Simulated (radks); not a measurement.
Problem. All-electron calculation, non-relativistic Kohn-Sham, LB94 model potential, spin-polarised, spherical densities, point nucleus; open shells are filled with parallel spins first (spin-orbit coupling, left out, can overturn this in heavy ions). Program: a radial shooting solver on a logarithmic mesh with Libxc functionals. Response by self-consistent Sternheimer equations with the Hartree and adiabatic LDA kernel. For heavy and open-shell atoms this level of theory can miss by tens of per cent. Rank In, S, Ag, Ne, Cu, Mo+, Pd, P2+, C3+, He (NIST ground configurations) by static dipole polarisability, largest first.

Solution. In 53.69, Ag 38.76, Cu 30.99, S 19.92, Pd 19.77, Mo+ 18.16, P2+ 8.927, C3+ 3.213, Ne 2.591, He 1.390 bohr^3.
